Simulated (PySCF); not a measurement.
Calculation: PySCF with PBE-D3(BJ)/def2-TZVP // r2SCAN-D4/def2-TZVP. Gas-phase values, no solvent. One relaxed conformer stands for a flexible species; it need not be the lowest. Excitations are Tamm–Dancoff values on a coarser integration grid. The basis has no diffuse functions, so Rydberg states are missing or too high.

Reference species (SMILES): `C/N=C(/N)O` (neutral, multiplicity 1).

* **HOMO**: -5.38 eV
* **S1 excitation (TDA)**: 5.40 eV
* **T1 excitation (TDA)**: 5.06 eV

Changed species: `C(/N=C/N)O` (C–N–C–O torsion 116°, N–C–O–H torsion 46°).

What does the change do to the HOMO, S1 excitation (TDA) and T1 excitation (TDA)?

the HOMO falls by 0.37 eV, to -5.75 eV; the S1 excitation (TDA) increases by 0.15 eV, to 5.55 eV; the T1 excitation (TDA) falls by 0.48 eV, to 4.58 eV.
